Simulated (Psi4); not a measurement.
Psi4 input (wB97X-D/6-31G*):

```
memory 1500 MB

molecule {
-1 1
C    -1.97374600   -0.94679800   -0.09092200
Si   -0.99111200    0.66184200   -0.12650000
O     0.48755000    0.53491400    0.47791800
Si    1.85950400   -0.44178600   -0.12512400
H    -1.45931700   -1.70028800   -0.69159300
H    -2.05661700   -1.32977200    0.92925500
H    -2.98280400   -0.80606800   -0.49172600
H    -1.03467200    1.15063200   -1.54230300
H    -1.76912600    1.66856600    0.66653900
H     2.11365300   -1.24066300    1.17527100
H     2.97346600    0.57829800    0.19949700
symmetry c1
no_reorient
no_com
}

set {
  basis 6-31G*
  reference rks
  scf_type pk
  dft_radial_points 99
  dft_spherical_points 590
  e_convergence 1e-8
  d_convergence 1e-7
  maxiter 150
}

e = energy('wb97x-d')
print_out(f'\nFINAL {e:.10f} DIPOLE {variable("CURRENT DIPOLE")[0]:.6f} {variable("CURRENT DIPOLE")[1]:.6f} {variable("CURRENT DIPOLE")[2]:.6f}\n')
```

From the output:

```
      59A      1.270041    60A      1.324557    61A      1.352898
      62A      1.393615    63A      1.408248    64A      1.420067
      65A      1.455383    66A      1.489446    67A      1.625277
      68A      1.693650    69A      1.950982    70A      1.960808
      71A      2.146522    72A      2.203319    73A      2.288715
      74A      2.418575    75A      2.495294    76A      2.500771
      77A      2.665984    78A      2.950220    79A      3.220066
      80A      3.282050    81A      4.024769    82A      4.425125

    Final Occupation by Irrep:
              A
    DOCC [    25 ]
    NA   [    25 ]
    NB   [    25 ]

  @RKS Final Energy:  -696.51253121445461

   => Energetics <=

    Nuclear Repulsion Energy =            215.4074669188032374
    One-Electron Energy =               -1400.0111702996728127
    Two-Electron Energy =                 529.9232207781429906
    DFT Exchange-Correlation Energy =     -41.8282868306348945
    Empirical Dispersion Energy =          -0.0037617810932165
    VV10 Nonlocal Energy =                  0.0000000000000000
    Total Energy =                       -696.5125312144546115

Computation Completed

Properties will be evaluated at   0.000000,   0.000000,   0.000000 [a0]

Properties computed using the SCF density matrix

 Multipole Moments:

 ------------------------------------------------------------------------------------
     Multipole            Electronic (a.u.)      Nuclear  (a.u.)        Total (a.u.)
 ------------------------------------------------------------------------------------

 L = 1.  Multiply by 2.5417464519 to convert [e a0] to [Debye]
 Dipole X            :         -2.4151753           -0.0000094           -2.4151848
 Dipole Y            :          0.1600646            0.0000246            0.1600891
 Dipole Z            :          0.1099047            0.0000302            0.1099349
 Magnitude           :                                                    2.4229799

 ------------------------------------------------------------------------------------

FINAL -696.5125312145 DIPOLE -2.415185 0.160089 0.109935

*** Psi4 exiting successfully. Buy a developer a beer!
```

The dipole moment of an ion depends on the origin.

The geometry given is a B3LYP-D3(BJ)/def2-TZVP minimum.
